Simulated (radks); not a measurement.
Question: Numerical settings for neutral lanthanum, [Xe] 5d1 6s2. Method: scalar-relativistic Kohn-Sham, PBEsol, spin-polarised, spherical densities, finite nucleus; open shells are filled with parallel spins first (spin-orbit coupling, left out, can overturn this in heavy ions); Fermi nuclear charge, rms radius 4.855 fm; computed with a radial shooting solver on a logarithmic mesh with Libxc functionals. The defaults (mesh step 0.008 in ln r, mesh end at 40 bohr or more with all orbitals vanishing there, Anderson mixing 0.5 over 9 steps, residual threshold near 1e-9 with the energy settled to 1e-9 hartree or 1e-11 of itself, here a cap of 84 iterations) give E = -8489.6359 hartree and 5d at -3.324 eV in 13 iterations. Run on one thread of a shared host, so times are rough (Arm Neoverse N1): 0.29 s of CPU time, 0.29 s wall, 13 iterations on 2440 mesh points. One setting is changed at a time: mesh step in ln r 0.05; mesh step in ln r 0.003; mesh step in ln r 0.2; mesh end (bohr) 1; mesh end (bohr) 20; residual threshold 0.1; residual threshold 0.001; mixing 0.05; linear mixing, mixing 0.2; linear mixing, mixing 1; mixing history 2; iteration cap 8. Which runs fail to converge, and which converge to a wrong energy?

Answer: Not converged within the cap: mesh step in ln r 0.2; linear mixing, mixing 0.2; linear mixing, mixing 1; iteration cap 8. Settled on a wrong energy, with an occupied level pushed above zero by the early mesh end: mesh end (bohr) 1 (+444 hartree). Apart from these: no run marked as converged misses the energy by more than 1 mhartree.
